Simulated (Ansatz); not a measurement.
One geometry of CH₃ClF₂MoOS, SMILES `C[O][Mo]([F])([F])(=[S])[Cl]`, several functionals.

```yaml
crystal:
  periodic: [false, false, false]
  atoms:
    - {symbol: C, position_ang: [0.440022, -1.674098, 0.085275]}
    - {symbol: O, position_ang: [-0.192013, -0.504855, 0.513998]}
    - {symbol: Mo, position_ang: [-0.446703, 1.224781, 0.001557]}
    - {symbol: F, position_ang: [-1.971912, 0.699211, -0.914816]}
    - {symbol: F, position_ang: [-0.396710, 2.575631, -1.254659]}
    - {symbol: S, position_ang: [-1.019123, 2.180026, 1.749845]}
    - {symbol: Cl, position_ang: [1.845875, 1.369793, -0.113923]}
    - {symbol: H, position_ang: [1.498679, -1.454378, -0.094646]}
    - {symbol: H, position_ang: [0.345247, -2.428905, 0.867865]}
    - {symbol: H, position_ang: [-0.020362, -2.038404, -0.837495]}
basis:
  gaussian: {orbitals: def2-TZVPP}
hamiltonian: {xc: hse06, dispersion: d4}
output: {orbitals: {seedname: orbitals}}
```

```sh
$ ansatz run in.yaml --threads 4 --pin off --events-out ev --progress --plain --max-ram 11315MiB
```

Output, abridged:

```
Functional definition: HSE06
1829 factors; their error is unknown
118 factors; integrals over basis functions are off by at most 8.3e-7 eV
mean field evaluation 1: about -33762.6770 eV, gradient 7.7e1 eV
mean field evaluation 2: about -33626.5912 eV, gradient 2.8e2 eV
mean field evaluation 4: about -33770.4380 eV, gradient 3.5e1 eV
mean field evaluation 8: about -33772.9503 eV, gradient 7.7e-1 eV
mean field evaluation 16: about -33773.0826 eV, gradient 4.6e-3 eV
mean field -33773.08261082 eV, -1241.1378937301 hartree, gradient 8.3e-5 eV, S^2 0.000000; 0 other end points of the search recorded, 0 dependent functions left out
reference -33773.08267409 eV, -1241.1378960551 hartree; 41, 41 occupied and 265, 265 virtual orbitals, 1829 factors
Total energy: -33773.34921513 eV, -1241.1476912576 hartree
```

Hardware: 4 threads of an Arm Neoverse V2 on a shared host. Wall time 6.5 s, peak host memory 1.2 GiB.

The same input with `hamiltonian: {xc: {name: CAM-B3LYP}, dispersion: d4}` (abridged; 7 s):

```
Functional definition: CAM-B3LYP
mean field evaluation 16: about -33787.4979 eV, gradient 3.5e-3 eV
mean field -33787.49786780 eV, -1241.6676446531 hartree, gradient 5.6e-5 eV, S^2 0.000000
Total energy: -33787.79040731 eV, -1241.6783952819 hartree
```

Changing it to `hamiltonian: {xc: lda}` (abridged; 2.2 s):

```
Functional definition: SPW92
mean field evaluation 16: about -33652.3106 eV, gradient 4.4e-2 eV
mean field -33652.31057805 eV, -1236.6996033880 hartree, gradient 7.7e-5 eV, S^2 0.000000
Total energy: -33652.31063961 eV, -1236.6996056504 hartree
```

With the line `hamiltonian: {xc: {name: r2SCAN0}, dispersion: d4}` (abridged; 11 s):

```
Functional definition: r2SCAN0
mean field evaluation 16: about -33783.4122 eV, gradient 6.5e-3 eV
mean field -33783.41220740 eV, -1241.5174994026 hartree, gradient 3.5e-5 eV, S^2 0.000000
Total energy: -33783.50918973 eV, -1241.5210634376 hartree
```

With the line `hamiltonian: {xc: pbe, dispersion: d4}` and forces (abridged; 4.6 s):

```
Functional definition: PBE
mean field evaluation 16: about -33774.1545 eV, gradient 4.2e-2 eV
mean field -33774.15445191 eV, -1241.1772831635 hartree, gradient 8.8e-6 eV, S^2 0.000000
Total energy: -33774.48317518 eV, -1241.1893635210 hartree
Atom 0 force     0.011796    -0.118763    -0.003487 eV/Å
Atom 1 force    -0.043573    -0.509929     0.378066 eV/Å
Atom 2 force     0.337904     0.095869    -0.416790 eV/Å
Atom 3 force    -0.519318    -0.191389    -0.288240 eV/Å
Atom 4 force     0.003780     0.497501    -0.418821 eV/Å
Atom 5 force    -0.291245     0.462588     0.858023 eV/Å
Atom 6 force     0.342893     0.002910    -0.006579 eV/Å
Atom 7 force     0.243026     0.044023    -0.052968 eV/Å
Atom 8 force    -0.005240    -0.187743     0.160323 eV/Å
Atom 9 force    -0.080024    -0.095067    -0.209528 eV/Å
Dipole moment:     0.129720    -0.696094     0.187777 e Å
```

With the line `hamiltonian: {xc: {name: B2PLYP}}` (abridged; 12 s):

```
Functional definition: B2PLYP
mean field evaluation 16: about -33759.4923 eV, gradient 7.3e-3 eV
mean field -33759.49231456 eV, -1240.6384595545 hartree, gradient 1.5e-6 eV, S^2 0.000000
14 core orbitals not correlated: weight in the atoms' cores, before any rotation towards them, 1.000 or more for the frozen orbitals, at most 0.000 for the correlated occupied ones
second order -64.29839078 eV of doubles, -0.00000000 eV of singles
Total energy: -33776.85308009 eV, -1241.2764559201 hartree
```

HSE06 is the plane-wave form, built on full-range PBE exchange.
